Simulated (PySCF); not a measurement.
Ligands exchanged one at a time, Sn OCH3-SiH3. Isolated molecules, 0 K electronic values unless said otherwise. One relaxed conformer stands for each flexible species; it need not be the lowest. Strings in code marks are SMILES. In the def2 sets, heavy atoms carry core potentials. All members: neutral, multiplicity 1. Level: B3LYP-D3(BJ)/def2-TZVP // PBE0-D4/def2-SVP (PySCF). B3LYP has the VWN-RPA correlation part, as in Gaussian. Delta-SCF ions had no search for a lower state.  The removal energy is E(N − 1 electrons) − E(N electrons) at the parent's geometry; ε(HOMO) is measured against the vacuum level.

| species | −ε(HOMO) (eV) | vertical ionisation energy (Delta-SCF) (eV) |
|---|---|---|
| `C[O][Sn]([SiH3])([SiH3])[SiH3]` (C–O–Sn–Si torsion 61°) | 6.83 | 8.57 |
| `C[O][Sn]([SiH3])([SiH3])[O]C` (C–O–Sn–Si torsion 45°, Si–Sn–O–C torsion -179°) | 7.14 | 8.88 |
| `C[O][Sn]([SiH3])([O]C)[O]C` | 7.25 | withheld |
| `[SiH3][Sn]([SiH3])([SiH3])[SiH3]` | 7.41 | 9.05 |
| `C[O][Sn]([O]C)([O]C)[O]C` | 7.71 | 9.47 |

Task: Fit vertical ionisation energy (Delta-SCF) = a + b·x to the 4 complete rows by least squares, with x = −ε(HOMO) in eV. Give a, b and the rms residual, and predict the withheld value.

Result: Means of the 4 rows: x̄ = 7.2725, ȳ = 8.9925 eV. Σ(x − x̄)² = 0.42368 and Σ(x − x̄)(y − ȳ) = 0.41868, so b = 0.988 and a = ȳ − b·x̄ = 1.807 eV. The rms residual is 0.047 eV. At x = 7.25 the line gives 8.97 eV. The run for `C[O][Sn]([SiH3])([O]C)[O]C` gave 9.03 eV, so the line is off by 0.06 eV, within twice the rms residual.

Codes: PySCF.
